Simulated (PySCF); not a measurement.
**Working out the ionisation energy of Ni⁺**

Ni⁺ [Ar] 3d9 (2D) → Ni²⁺ [Ar] 3d8 (3F). Computed with PySCF 2.14 in x2c-SVPall (5s3p3d1f, 36 functions), with the spin-free X2C one-electron Hamiltonian (Gaussian nucleus). Frozen: [Ar]. Energies in hartree (1 hartree = 27.21139 eV):

```csv
part,Ni⁺ (lower),Ni²⁺ (upper)
UHF,-1518.532645,-1517.980151
MP2 opposite-spin,-0.154492,-0.090692
MP2 same-spin,-0.094030,-0.058830
```

Question: What does Hartree-Fock give?

Answer: (-1517.980151) − (-1518.532645) = 0.552494 hartree = 15.034 eV.

Question: What do MP2 and SCS-MP2 (6/5 opposite-spin, 1/3 same-spin) give?

Answer: The opposite-spin parts differ by 1.736 eV and the same-spin parts by 0.958 eV. MP2: 15.034 + (1.736) + (0.958) = 17.728 eV. SCS-MP2: 15.034 + 1.2 × (1.736) + (0.958)/3 = 17.437 eV.

Reference: 18.169 eV (measured; NIST Atomic Spectra Database, ionization energies), between the lowest levels; spin-orbit coupling is absent from the calculation.

A double-zeta basis recovers only part of the correlation energy.

What remains against the reference includes basis incompleteness, the frozen core and correlation beyond second order.
